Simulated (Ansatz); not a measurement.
# A barrier at the coupled-cluster level

Start structure (CH$_{7}$GaO, closed shell), relaxed at PBE0-D4/def2-TZVP:

```
10
angstrom
Ga 0.2904 -0.8809 0.3406
C 1.1637 0.7737 -0.3172
H 0.3875 -2.2069 -0.5033
H -0.0544 -0.9954 1.8852
H -1.7563 0.6790 -0.3975
O -1.7635 -0.2663 -0.2149
H 1.0028 0.9173 -1.3891
H 0.8221 1.6665 0.2138
H 2.2449 0.7077 -0.1647
H -2.3374 -0.3947 0.5471
```

The step: CH₅Ga ([CH3][GaH2]) + H₂O → GaH₃O ([OH][GaH2]) + CH₄; bonds formed: C2–H5; dative contacts that become bonds: Ga1–O6; bonds broken: Ga1–C2, H5–O6. Computed with Ansatz 0.2.0 (basis: def2-TZVPP and def2-QZVPP); correlated methods freeze the cores. Filled d shells of the heavier atoms are correlated. The def2 sets are not built for correlating such inner shells, so the correlated values are less sure here. Extrapolation: Hartree–Fock as exp(−7.88 √X), correlation as X^−2.97. Energies below are by CCSD(T) at an estimated basis limit (MP2 extrapolated from triple and quadruple zeta, plus CCSD(T) − MP2 in triple zeta).

Q: What are the electronic barrier and the energy of the step, from the start structure to the end structure? (Judge from chemistry; the value comes from the calculation.)

A: The calculation gives: Barrier 25.33 kcal/mol; step energy -8.92 kcal/mol (downhill); reverse barrier, their difference, 34.25 kcal/mol. Barrier and step energy count from the start structure, the reverse barrier from the end structure.

The saddle point: One imaginary mode of 1358i cm⁻¹.
```json
{"pair": "Ga1–O6", "start (Å)": "2.21", "saddle (Å)": "1.98", "end (Å)": "1.79"}
{"pair": "C2–H5", "start (Å)": "2.92", "saddle (Å)": "1.42", "end (Å)": "1.09"}
{"pair": "Ga1–C2", "start (Å)": "1.98", "saddle (Å)": "2.20", "end (Å)": "3.17"}
{"pair": "H5–O6", "start (Å)": "0.96", "saddle (Å)": "1.24", "end (Å)": "2.86"}
```

Zero-point energy (harmonic, PBE0-D4): ZPE is 46.28 kcal/mol at the start and 43.90 kcal/mol at the saddle, so the barrier goes from 25.33 to 22.95 kcal/mol.

No T1 diagnostic of these runs exceeds 0.014.

The step is the kind of ligand exchange by which a precursor binds to a hydroxyl group, or is hydrolysed, in atomic layer deposition of oxides.

Labels in which every atom is bracketed show which atoms are joined, not bond orders.

For scale, one of the runs: CCSD(T)/def2-TZVPP, 208 basis functions (an equivalent command: `ansatz run in.yaml --threads 4`). Hardware: 4 CPU threads, shared host. Wall time 69 s; peak host memory 2.8 GiB.
